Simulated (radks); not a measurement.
Results of a calculation; reference values are marked as such.
Species: neutral lutetium. Configuration: [Kr] 4d10 4f14 5s2 5p5.5 5d1 6s2 7s0.5 (fractional occupations, a model configuration). Code: a radial shooting solver on a logarithmic mesh with Libxc functionals. Model: Dirac Kohn-Sham, XLYP, spin-unpolarised, spherical densities, point nucleus; open shells fill j = l - 1/2 first.

Unscreened Slater integrals over Kohn-Sham orbitals (eV). Large and small components are both included. Empty in this configuration: 5d5/2.

\begin{tabular}{lr}
integral & value \\ \hline
F0(7s1/2,7s1/2) & 2.3366 \\
F0(7s1/2,5d3/2) & 3.0667 \\
G2(7s1/2,5d3/2) & 0.14658 \\
F0(7s1/2,6s1/2) & 2.9929 \\
G0(7s1/2,6s1/2) & 0.12743 \\
F0(7s1/2,4f7/2) & 3.1818 \\
G3(7s1/2,4f7/2) & 0.028002 \\
F0(7s1/2,5d5/2) & 3.0590 \\
G2(7s1/2,5d5/2) & 0.15199 \\
F0(5d3/2,5d3/2) & 10.249 \\
F2(5d3/2,5d3/2) & 5.0363 \\
F0(5d3/2,6s1/2) & 8.1492 \\
G2(5d3/2,6s1/2) & 2.7353 \\
F0(5d3/2,4f7/2) & 13.688 \\
F2(5d3/2,4f7/2) & 2.9367 \\
G3(5d3/2,4f7/2) & 1.0953 \\
G5(5d3/2,4f7/2) & 0.81809 \\
F0(5d3/2,5d5/2) & 10.035 \\
F2(5d3/2,5d5/2) & 4.9185 \\
G2(5d3/2,5d5/2) & 4.9145 \\
G4(5d3/2,5d5/2) & 3.1462 \\
F0(6s1/2,6s1/2) & 7.2038 \\
F0(6s1/2,4f7/2) & 9.4580 \\
G3(6s1/2,4f7/2) & 0.30937 \\
F0(6s1/2,5d5/2) & 8.0511 \\
G2(6s1/2,5d5/2) & 2.8506 \\
F0(4f7/2,4f7/2) & 35.141 \\
F2(4f7/2,4f7/2) & 16.432 \\
F4(4f7/2,4f7/2) & 10.259 \\
F6(4f7/2,4f7/2) & 7.3668 \\
F0(4f7/2,5d5/2) & 13.196 \\
F2(4f7/2,5d5/2) & 2.7188 \\
F4(4f7/2,5d5/2) & 1.2595 \\
G1(4f7/2,5d5/2) & 1.2828 \\
G3(4f7/2,5d5/2) & 0.98881 \\
G5(4f7/2,5d5/2) & 0.74004 \\
F0(5d5/2,5d5/2) & 9.8334 \\
F2(5d5/2,5d5/2) & 4.8152 \\
F4(5d5/2,5d5/2) & 3.0796 \\
\end{tabular}
